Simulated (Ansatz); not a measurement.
`[SiH]O[SiH3]` + GeH₄ → `[SiH3][GeH3]` + `O[SiH]` at 298.15 K and 1 bar (formal exchange of groups at the Si–O bond).

Computed with Ansatz on PBE0-D4/def2-TZVP structures; ΔE is electronic, products minus reactants. CCSD(T)/CBS adds triple-zeta CCSD(T) − MP2 to the extrapolated MP2 energy (def2 sets, frozen cores). This one scheme is used for every species. For Ge outer-core shells are correlated without core-valence functions, which leaves a few kJ/mol of doubt a bond. Scalar relativity is left out up to krypton.

```csv
species,CCSD(T)/CBS energy (Eh),H − E (kJ/mol),S (J/(mol·K))
`[SiH]O[SiH3]`,-655.75389,112.0,306.5
GeH₄,-2078.49493,88.5,217.3
`[SiH3][GeH3]`,-2368.78170,140.9,292.8
`O[SiH]`,-365.43832,65.7,241.9
```

H − E and S are ideal-gas, rigid-rotor, harmonic terms from PBE0-D4/def2-TZVP. 1 Eh = 2625.50 kJ/mol, R = 8.31446 J/(mol·K).

**Question.** By hand: ΔE, ΔH, ΔS and ΔG.

**Answer.** ΔE = (-2368.78170) + (-365.43832) − (-655.75389) − (-2078.49493) = 0.02880 Eh = 75.6 kJ/mol. Δ(H − E) = 140.9 + 65.7 − 112.0 − 88.5 = 6.1, so ΔH = 81.7 kJ/mol. ΔS = 292.8 + 241.9 − 306.5 − 217.3 = 10.9 J/(mol·K). ΔG = 81.7 − 298.15 × (10.9)/1000 = 78.5 kJ/mol.

**Question.** By hand: the equilibrium constant, and the temperature at which ΔG would vanish if ΔH and ΔS stayed fixed.

**Answer.** log₁₀ K = −ΔG/(RT ln 10) = -13.8. ΔG = 0 at ΔH/ΔS = 7495 K, far beyond where these terms or the molecules hold.

The number of gas molecules stays the same, so ΔS is small and ΔH decides. A doubt of 5 kJ/mol in ΔE shifts log₁₀ K by 0.9 here. These are equilibria of isolated gas molecules and say nothing of rates. Largest T1 diagnostic: 0.016 (customary marks: 0.02 for closed shells, 0.045 for open ones).
